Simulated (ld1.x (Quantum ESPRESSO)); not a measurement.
## Cutoff test, gold, TM semilocal

* Element: Au (Z = 79)
* Generator: ld1.x (Quantum ESPRESSO) 7.5
* Type: norm-conserving Troullier–Martins (semilocal form)
* Functional: LDA (PZ)
* Relativity: non-relativistic
* Frozen core: [Kr] 4d10 4f14
* Valence charge: 19
* Reference configuration: 5s2 5p6 5d10 6s1 6p0
* Partial waves: 5s (bound): rc 1.25 bohr; 5p (bound): rc 1.50 bohr; 5d (bound): rc 2.30 bohr
* Local potential: the d channel
* Core correction: a·sin(br)/r model core inside 1.05 bohr

Occupied shells without a wave of their own: 6s. They enter only through the test configuration that unscreens the potential, and ld1.x also counts them in the model core charge.

The pseudo-atom Hamiltonian at the reference potential is diagonalised in spherical Bessel functions j_l(qr) that vanish at 20 bohr, with q² up to the cutoff. All-electron valence levels (Ry): 5s -6.2275, 6s -0.3252, 5p -4.0046, 6p -0.0697, 5d -0.6092.

**Question.** How do the lowest levels (Ry) of each channel move with the cutoff, and are there ghosts?

**Answer.**

```
cutoff (Ry)     s #1     s #2     p #1     p #2     d #1  Σ f·Δε (mRy)
          8  -5.2863  -0.2676  -2.8178  -0.0291   0.0255       15423.2
         12  -5.3177  -0.2720  -3.5704  -0.0511  -0.1583        9003.5
         21  -5.7541  -0.2940  -3.9617  -0.0711  -0.5122        2221.2
         30  -6.0536  -0.3197  -3.9718  -0.0729  -0.5952         706.0
         45  -6.1756  -0.3368  -3.9963  -0.0733  -0.6091         159.0
         55  -6.1783  -0.3374  -4.0024  -0.0736  -0.6091         115.7
         70  -6.2000  -0.3382  -4.0036  -0.0737  -0.6092          64.3
        100  -6.2246  -0.3403  -4.0045  -0.0737  -0.6092           7.1
        120  -6.2253  -0.3405  -4.0046  -0.0737  -0.6092           4.8
        180  -6.2274  -0.3406  -4.0046  -0.0737  -0.6092           0.3
        230  -6.2275  -0.3406  -4.0046  -0.0737  -0.6092           0.1
        400  -6.2276  -0.3406  -4.0046  -0.0737  -0.6092           0.0
```

Result: no extra level below or beside the all-electron valence levels (s, p, d tested); the semilocal form is local in each channel, so this says nothing of the separable form that plane-wave codes build from it; 10 mRy is reached at 100 Ry and 1 mRy at 180 Ry.

ld1.x takes every shell without a wave as core, so the model core holds the 6s electrons as well and exchange and correlation see them twice. This cancels in the reference configuration, but the file is broken for other ones, and its errors say nothing about a proper core correction. Its largest configuration-test error is -1013 meV.
